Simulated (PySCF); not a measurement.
In(vinyl)(OH)(OMe) (C3H7InO2), SMILES C=[CH][In]([OH])[O]C.

Geometry: PBE0-D3(BJ)/def2-SVP. The def2 effective core potentials stand for the cores of In; spin–orbit coupling is left out. The values are those of a single conformer.

These are TDA-PBE/def2-SVPD in PySCF values and carry that method's errors.

Vertical excitations. The molecule is in vacuum. State labels are in the subgroup Cs.

Computed lowest excited states:
| state | symmetry | energy (eV) | λ (nm) | f | main pairs |
|---|---|---|---|---|---|
| S1 | A' | 3.81 | 326 | 0.011 | HOMO→LUMO 91 % |
| S2 | A" | 3.93 | 315 | 0.000 | HOMO−1→LUMO 100 % |
| S3 | A" | 3.98 | 311 | 0.002 | HOMO→LUMO+1 100 % |
| S4 | A' | 4.54 | 273 | 0.075 | HOMO−1→LUMO+1 84 % |
| S5 | A' | 4.82 | 257 | 0.023 | HOMO−2→LUMO 87 % |
| S6 | A" | 4.97 | 250 | 0.018 | HOMO−2→LUMO+1 98 % |
| S7 | A" | 5.15 | 241 | 0.001 | HOMO−3→LUMO 97 % |
| S8 | A' | 5.43 | 228 | 0.026 | HOMO→LUMO+2 87 % |
| S9 | A" | 5.53 | 224 | 0.000 | HOMO−1→LUMO+2 89 % |
| S10 | A" | 5.60 | 221 | 0.020 | HOMO−4→LUMO+1 88 % |
| T1 | A' | 3.54 | 351 | 0 | HOMO→LUMO 99 % |
| T2 | A" | 3.73 | 332 | 0 | HOMO→LUMO+1 85 %, HOMO−1→LUMO 15 % |
| T3 | A" | 3.82 | 324 | 0 | HOMO−1→LUMO 84 %, HOMO→LUMO+1 15 % |
| T4 | A' | 3.93 | 316 | 0 | HOMO−1→LUMO+1 98 % |
Triplets are in the Tamm–Dancoff approximation.
